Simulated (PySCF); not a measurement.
CH₃Mg, SMILES [Mg][CH3], multiplicity 2.

Coordinates come from a r2SCAN-D4/def2-TZVP optimisation. The multiplicity is an assumed one; other spin states were not compared. The isomer is the one that the SMILES or the coordinates give; other isomers of the formula were not compared.

Method: ωB97X/def2-TZVPD in PySCF.

Isolated molecule, no solvent.

```
Quantity                                                                                                        Result
---------------------------------------------------------------------------------------------  -----------------------
total energy                                                                                        -239.93672 hartree
point group                                                                                                        C3v
α spin, highest occupied and lowest empty level                                                      -6.56 and 0.70 eV
β spin, highest occupied and lowest empty level                                                     -9.25 and -1.10 eV
dipole moment                                                                                                   0.65 D
quadrupole, principal values (traceless, Buckingham form, about the centre of nuclear charge)    -6.49, 3.24, 3.24 D·Å
mean static polarisability                                                                       80.6 bohr³ (11.94 Å³)
polarisability, principal values                                                                79.5, 79.5, 82.8 bohr³
⟨S²⟩                                                                                           0.756 (pure state 0.75)
```
